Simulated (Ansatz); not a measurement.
The inner images of a band of CH₅AlN₂O (10 atoms, charge 0, multiplicity 1) are given out of order.

All numbers below come from RKS B3LYP-D4/def2-SVP in Ansatz 0.2.0.

Initial state:

```xyz
10
Properties=species:S:1:pos:R:3
N 0.343 -0.713 1.586
C 0.254 -0.902 0.330
O 0.492 -2.137 -0.176
N -0.065 -0.009 -0.688
Al -0.472 1.748 -0.634
H 0.144 0.251 1.856
H 0.705 -2.694 0.590
H -0.051 -0.478 -1.592
H -0.493 2.477 0.764
H -0.776 2.406 -2.035
```

Final state:

```xyz
10
Properties=species:S:1:pos:R:3
N 0.422 -0.876 1.254
C 0.284 -1.156 -0.082
O 0.491 -2.263 -0.543
N -0.086 -0.068 -0.887
Al -0.433 1.669 -0.565
H 0.109 -0.007 1.667
H 0.593 -1.664 1.864
H -0.131 -0.405 -1.848
H -0.391 2.136 0.946
H -0.774 2.582 -1.804
```

Problem. Put them in order from the first end to the last, with their energies above the first end.
A.
```xyz
10
Properties=species:S:1:pos:R:3
N 0.325 -0.736 1.497
C 0.245 -0.903 0.231
O 0.519 -2.177 -0.116
N -0.062 -0.035 -0.805
Al -0.465 1.723 -0.646
H 0.142 0.168 1.907
H 0.669 -2.432 0.829
H -0.044 -0.482 -1.723
H -0.464 2.324 0.810
H -0.782 2.499 -1.981
```
B.
```xyz
10
Properties=species:S:1:pos:R:3
N 0.328 -0.693 1.542
C 0.248 -0.896 0.286
O 0.505 -2.154 -0.139
N -0.065 -0.031 -0.758
Al -0.465 1.726 -0.640
H 0.132 0.256 1.847
H 0.695 -2.594 0.709
H -0.048 -0.502 -1.662
H -0.459 2.355 0.805
H -0.787 2.482 -1.986
```
C.
```xyz
10
Properties=species:S:1:pos:R:3
N 0.331 -0.905 1.386
C 0.270 -1.013 0.047
O 0.547 -2.173 -0.311
N -0.046 -0.013 -0.843
Al -0.477 1.726 -0.651
H 0.149 -0.080 1.966
H 0.601 -1.970 1.347
H 0.000 -0.431 -1.772
H -0.522 2.299 0.819
H -0.770 2.509 -1.985
```
D.
```xyz
10
Properties=species:S:1:pos:R:3
N 0.317 -0.849 1.426
C 0.260 -0.960 0.115
O 0.556 -2.183 -0.178
N -0.042 -0.025 -0.841
Al -0.475 1.723 -0.653
H 0.130 -0.006 1.961
H 0.620 -2.111 1.119
H 0.004 -0.446 -1.767
H -0.521 2.301 0.812
H -0.766 2.503 -1.990
```
E.
```xyz
10
Properties=species:S:1:pos:R:3
N 0.395 -0.938 1.294
C 0.288 -1.133 -0.057
O 0.503 -2.226 -0.552
N -0.062 -0.028 -0.842
Al -0.458 1.712 -0.600
H 0.141 -0.097 1.796
H 0.596 -1.784 1.810
H -0.076 -0.365 -1.805
H -0.463 2.282 0.873
H -0.781 2.525 -1.914
```
F.
```xyz
10
Properties=species:S:1:pos:R:3
N 0.342 -0.932 1.340
C 0.277 -1.068 -0.012
O 0.528 -2.183 -0.452
N -0.053 -0.008 -0.844
Al -0.474 1.729 -0.641
H 0.173 -0.129 1.937
H 0.598 -1.881 1.603
H -0.024 -0.398 -1.786
H -0.507 2.302 0.830
H -0.775 2.518 -1.973
```
G.
```xyz
10
Properties=species:S:1:pos:R:3
N 0.321 -0.791 1.456
C 0.248 -0.924 0.171
O 0.537 -2.193 -0.111
N -0.055 -0.033 -0.833
Al -0.467 1.724 -0.649
H 0.145 0.068 1.945
H 0.640 -2.258 0.952
H -0.028 -0.460 -1.758
H -0.484 2.311 0.813
H -0.773 2.504 -1.984
```

Solution. B (+0.04 eV), A (+0.27 eV), G (+0.77 eV), D (+1.24 eV), C (+0.43 eV), F (-0.45 eV), E (-0.72 eV).

Time of the run: 2.1 min on 2 threads of Intel(R) Xeon(R) 6975P-C (Granite Rapids), with other jobs on the host, peak memory 0.24 GiB.
